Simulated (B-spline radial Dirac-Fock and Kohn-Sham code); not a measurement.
Satellites and hypersatellites of the K lines of Ni³⁺

System: Ni³⁺, 1s2 2s2 2p6 3s2 3p6 3d7, inside a Watson sphere of charge -3 and radius 3 Å (a model of the Madelung potential; inside it an electron's potential energy is raised by 14.4 eV).

Calculated with a radial atomic solver, using ΔSCF Dirac-Fock with Breit, self-energy and vacuum polarisation, finite nucleus, configuration average. Each two-hole energy is an average over J within one jj subconfiguration, not an observable level; in light atoms, where LS coupling holds, the j-resolved values are not observed lines, and for a K spectator the Kα1 hypersatellite is nearly forbidden. Correlation and solid-state effects are left out.

Lines without a spectator: Kα2 (K-L2) 7459.1 eV, Kα1 (K-L3) 7476.2 eV, Kβ3 (K-M2) 8263.5 eV, Kβ1 (K-M3) 8265.7 eV. Shifts in eV with one spectator hole (a dash: not computed, or left out as unreliable):

```
spectator hole     Kα2     Kα1     Kβ3     Kβ1
        K (1s)  +295.6  +298.2  +369.4  +369.8
    L2 (2p1/2)  +27.85   +34.1       –   +76.6
    L3 (2p3/2)   +31.5   +30.2   +73.8       –
    M2 (3p1/2)       –   +2.62   +6.01   +7.75
    M3 (3p3/2)   +2.37       –   +7.30   +6.85
```

With n spectator holes in 2p, averaged over the 2p shell (energies in eV):

| n | KαLⁿ | step | hypersatellite KαʰLⁿ |
| --- | --- | --- | --- |
| 0 | 7470.5 | – | 7767.8 |
| 1 | 7502.0 | +31.4 | 7800.5 |
| 2 | 7534.5 | +32.5 | 7834.2 |
| 3 | 7568.1 | +33.6 | 7869.0 |
| 4 | 7602.8 | +34.7 | 7905.0 |
| 5 | 7638.7 | +35.9 | 7942.1 |
